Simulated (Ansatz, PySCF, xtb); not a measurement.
Potential energy curve for MgH, doublet.

Levels: UKS-PBE = unrestricted PBE/cc-pVDZ (Ansatz, an electronic-structure program); GFN1-xTB (xtb); UCCSD(T) = PySCF with CCSD(T) on UHF/cc-pVDZ, 1 core orbital frozen.

Energies relative to the lowest point of each curve near equilibrium, in kJ/mol:

```csv
R / Å,UKS-PBE,GFN1-xTB
1.41,67.1,58.4
1.49,35.9,33.2
1.56,18.1,19.0
1.68,2.6,5.2
1.74,0.2,1.9
1.78,0.0,0.6
1.91,5.6,0.8
2.18,33.6,16.0
2.38,58.3,33.0
3.11,117.9,102.5
3.48,127.4,130.4
3.82,129.8,148.5
```

### Question
Estimate the UCCSD(T) values at these points.

### Answer
1.41: 64.7; 1.49: 33.5; 1.56: 16.0; 1.68: 1.7; 1.74: 0.0; 1.78: 0.4; 1.91: 8.2; 2.18: 40.8; 2.38: 67.4; 3.11: 114.1; 3.48: 116.6; 3.82: 116.7 (kJ/mol).

The scan ran from 1.41 to 6.96 Å; beyond the distances shown one of the unrestricted levels run for this scan, shown here or not, changes its spin distribution in one step. The unrestricted determinant behind UCCSD(T) is spin-contaminated at 2.38 to 3.11 Å (<S²> up to 0.9, against 0.75 for a pure doublet).
